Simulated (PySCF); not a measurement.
**Polarisability and C₆ of Sn(2+) (tin, charge +2)**

[Kr] 4d10 5s2, closed-shell 1S. All numbers are calculated (PySCF 2.14, a scalar-relativistic core potential, in def2-QZVPPD with the def2 core potential (28 electrons) (8s6p5d4f1g, 88 functions)). Coupled (time-dependent) response in atomic units; α is the mean over directions.

```json
{"method": "UHF", "mean α (bohr³)": "17.85", "C₆ (like pair)": "102.2", "S(−4)": "138.2"}
{"method": "PBE", "mean α (bohr³)": "14.66", "C₆ (like pair)": "81.95", "S(−4)": "85.81"}
{"method": "PBE0", "mean α (bohr³)": "15.39", "C₆ (like pair)": "86.39", "S(−4)": "96.77"}
{"method": "wB97X-V", "mean α (bohr³)": "15.84", "C₆ (like pair)": "89.40", "S(−4)": "104.2"}
{"method": "revPBE", "mean α (bohr³)": "14.90", "C₆ (like pair)": "83.62", "S(−4)": "89.07"}
```

S(−4) is the Cauchy moment in α(ω) = α(0) + S(−4) ω² + …

α(iu) at PBE:

| u (hartree) | α(iu) (bohr³) |
| --- | --- |
| 0 | 14.66 |
| 0.0500 | 14.45 |
| 0.100 | 13.86 |
| 0.200 | 11.99 |
| 0.300 | 9.946 |
| 0.500 | 6.863 |
| 0.750 | 4.747 |
| 1.00 | 3.595 |
| 1.50 | 2.386 |
| 2.00 | 1.743 |
| 3.00 | 1.058 |
| 5.00 | 0.5030 |

For an ion, C₆ is the dispersion term alone; charge-induced terms of lower order in 1/R come first.

Energies and moments cover only the electrons outside the core potential.
